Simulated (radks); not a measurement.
Ho10+, configuration [Kr] 4d10 4f9 5s2. All-electron calculation, Dirac Kohn-Sham, BLYP, spin-unpolarised, spherical densities, point nucleus; open shells are shared between the two j in proportion to 2j + 1. Program: a radial shooting solver on a logarithmic mesh with Libxc functionals. Some entries of the table are withheld. Estimate them.

orbital     occ.  eigenvalue (hartree)  <r> (bohr)  <1/r> (bohr^-1)
1s1/2          2             -2043.968     0.02073            76.08
2s1/2          2             -346.9946     0.08752            18.26
2p1/2          2             -330.5762     0.07289            18.23
2p3/2          4             -299.0641     0.08006            15.89
3s1/2          2             -82.38281      0.2294            6.677
3p1/2          2             -75.20096      0.2191            6.592
3p3/2          4             -68.61727      0.2326            5.995
3d3/2          4             -56.30724         (1)            5.879
3d5/2          6             -54.86823         (2)            5.732
4s1/2          2             -21.25636      0.5172            2.800
4p1/2          2             -18.39948      0.5263            2.694
4p3/2          4             -16.90878      0.5565            2.490
4d3/2          4             -12.19442      0.5826            2.279
4d5/2          6             -11.92033      0.5929            2.230
5s1/2          2              -7.35939       1.138            1.189
5p1/2          0              -6.42720       1.212            1.106
4f5/2    3.85714                   (3)      0.6853            1.810
4f7/2    5.14286                   (4)      0.6914            1.793
5p3/2          0              -6.12563       1.268            1.046
5d3/2          0              -4.69971         (5)           0.8961
5d5/2          0              -4.65033         (6)           0.8844
6s1/2          0              -3.80432       2.091           0.6446

Answer. 
(1) 3d3/2 <r> (bohr): 0.2053
(2) 3d5/2 <r> (bohr): 0.2095
(3) 4f5/2 eigenvalue (hartree): -6.18032
(4) 4f7/2 eigenvalue (hartree): -6.13542
(5) 5d3/2 <r> (bohr): 1.461
(6) 5d5/2 <r> (bohr): 1.478
